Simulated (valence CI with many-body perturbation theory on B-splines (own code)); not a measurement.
The numbers below are computed, except where a source is named.
A CI+MBPT run for Au VII

Level of theory: relativistic CI+MBPT: five valence electrons over a frozen Dirac-Fock core [Xe] 4f14, a basis of 7 s, 7 p, 8 d, 6 f, 4 g, 1 h functions for each j, with the one-electron correlation potential Σ1 (screened to all orders), the two-electron term Σ2, the three-electron term Σ3, Breit, model QED; selected single and double excitations, second order for the rest, scaled by the run's own slope (own B-spline code, finite nucleus).

Command, and the settings that its task file holds:

```sh
python run_cv.py task.json out
```

```
atom Au  Z=79  mass_number=197  rms_radius_fm=5.4371
core [Xe] 4f14
valence 5d5
avg = 1
basis = M
breit = 1
cap = 40000
capref = 1200
cscale = 1
de = 0.0
dress = 0
eps = 2e-08
extrap = 1
h = 0.27
hh = 1
l2 = 3
lcore = 6
maxit = 60
n2 = 5
natural = 1
nlev = 45
nno = [4, 4, 5, 4, 3, 1]
nroot = 26
nsp = [3, 3, 3, 2, 1, 0]
pt2 = 1
qed = 1
rpa = 1
s1 = 1
s2 = 1
s3 = 1
screen = 1
tol = 2e-05
whole = 1
```

Question: Roughly how long does this run take on one core of Intel(R) Xeon(R) Processor @ 2.30GHz, and how much memory?

Answer: 10 min on 1 thread of Intel(R) Xeon(R) Processor @ 2.30GHz (shared host), peak memory 1.6 GiB.

Log. The first blocks belong to the next ion, which gives the ionisation energy. Fields: 2J, parity (1 odd), roots, reference size, generating configurations, candidates as configurations/state functions, variational space P, stored matrix elements, Davidson steps; e2 is the range of second-order energies in hartree. The first line gives the box (bohr), its intervals, the orbitals and the steps of their self-consistent field. Window is the range of levels sought, series limit the energy at which the first omitted orbital would enter, core excitation an estimate of the first excitation out of the core, left out the lowest levels not solved, and shifts from estimates the range by which levels moved from their first estimate, all in cm⁻¹.

```
rmax 13.7 intervals 62 orbitals 59 references ['5d5', '5d4 6s', '5d4 6p', '5d3 6s2'] scf 7 t 1.5
2J=0 par=0 roots 2 ref 9 generators 5 cand 3793/6701 P 1558/2938 nnz 1.7e+06 it 5
2J=0 par=0 roots 2 ref 9 generators 22 cand 20107/51575 P 2935/6499 nnz 4.2e+06 it 6
   second order: generators 57 cand 44284/117249 e2 -0.00010 -0.00005
reference levels 645, estimated 106, window 177932 1/cm; series limit 569689, core excitation 405938
2J=5 par=0 roots 14 ref 29 generators 12 cand 13728/423929 P 626/7992 nnz 1.2e+07 it 9
2J=5 par=0 roots 14 ref 29 generators 57 cand 57853/1943024 P 2192/28809 nnz 1.2e+08 it 10
   second order: generators 226 cand 152053/5666214 e2 -0.00559 -0.00112
2J=7 par=0 roots 12 ref 23 generators 12 cand 18275/672960 P 542/7992 nnz 1.3e+07 it 10
2J=7 par=0 roots 12 ref 23 generators 53 cand 65994/2501020 P 1839/27667 nnz 1.1e+08 it 11
   second order: generators 203 cand 154460/6619040 e2 -0.00633 -0.00242
2J=3 par=0 roots 11 ref 24 generators 12 cand 18221/369785 P 720/7992 nnz 1.2e+07 it 9
2J=3 par=0 roots 11 ref 24 generators 58 cand 68010/1815294 P 2601/28988 nnz 1.2e+08 it 10
   second order: generators 217 cand 162480/4604553 e2 -0.00330 -0.00127
2J=11 par=0 roots 5 ref 8 generators 7 cand 12304/337427 P 674/7963 nnz 1.2e+07 it 7
2J=11 par=0 roots 5 ref 8 generators 32 cand 55695/1977313 P 2260/28427 nnz 1.2e+08 it 7
   second order: generators 144 cand 145331/5633882 e2 -0.00263 -0.00128
2J=9 par=0 roots 8 ref 17 generators 9 cand 14185/503926 P 595/7999 nnz 1.3e+07 it 9
2J=9 par=0 roots 8 ref 17 generators 40 cand 51186/1800486 P 1995/27497 nnz 1.1e+08 it 11
   second order: generators 160 cand 132170/5531211 e2 -0.00577 -0.00218
2J=1 par=0 roots 8 ref 15 generators 12 cand 17059/232779 P 1337/7994 nnz 9.1e+06 it 9
2J=1 par=0 roots 8 ref 15 generators 57 cand 61523/853137 P 4948/33579 nnz 1e+08 it 8
   second order: generators 210 cand 153015/2348247 e2 -0.00101 -0.00040
2J=13 par=0 roots 2 ref 3 generators 3 cand 4223/43105 P 891/7991 nnz 1.2e+07 it 5
2J=13 par=0 roots 2 ref 3 generators 18 cand 38768/1057064 P 2764/28000 nnz 1.2e+08 it 6
   second order: generators 84 cand 112694/3509690 e2 -0.00109 -0.00077
left out: unestimated 254193, estimated 194059, shifts from estimates -455 to 707
operators 7.4
```

The Davidson iterations converged.

No measured levels were compared; by estimate terms of the open shell hold to 2 to 4 % of their energy, and close levels can change places; different configurations can be misplaced against each other by 1,000 to 8,000 cm⁻¹. Core correlation moves these levels by up to 15000 cm⁻¹, and in measured spectra 5 to 20 % of such shifts remained as error; rates that hang on mixing are uncertain with them. Among the levels kept, up to 1000 cm⁻¹ of a level comes from second order outside the variational space, and about a tenth of that is noise between levels of different J, which matters for small intervals. Only levels of the ground parity were solved; by the run's estimate the other parity begins above the list, which can be wrong where configurations are misplaced.

```yaml
Valence_energy: -24.16823 hartree
Ionisation_energy: "94.23 eV (NIST: 94 ± 2 eV (theoretical))"
Reference_configurations_for_the_orbitals: 5d5, 5d4 6s, 5d4 6p, 5d3 6s2
Radial_orbitals: 59
Box_radius: 13.7 bohr
Largest_variational_space: 33579
Lowest_levels: (5d3/2^3 5d5/2^2) J=5/2 [a] 0.0000, (5d3/2^4 5d5/2) J=5/2 2.296, (5d3/2^3 5d5/2^2) J=7/2 [a] 3.318, (5d3/2^3 5d5/2^2) J=3/2 3.462, (5d3/2^3 5d5/2^2) J=11/2 3.554, (5d3/2^3 5d5/2^2) J=5/2 [b] 3.712, (5d3/2^3 5d5/2^2) J=9/2 3.767, (5d3/2^3 5d5/2^2) J=1/2 4.068, (5d3/2^2 5d5/2^3) J=7/2 [a] 4.646, (5d3/2^3 5d5/2^2) J=5/2 [c] 4.892, (5d3/2^2 5d5/2^3) J=11/2 5.350, (5d3/2^3 5d5/2^2) J=7/2 [b] 5.432, (5d3/2^2 5d5/2^3) J=1/2 [a] 5.460, (5d3/2^2 5d5/2^3) J=3/2 [a] 5.594 eV
```

Levels are named by their leading jj configuration (3d3/2^4 stands for four electrons in 3d with j = 3/2), which in mixed levels can hold well under half, so a name can repeat and another be missing. Letters in brackets count levels of one name in rising energy.
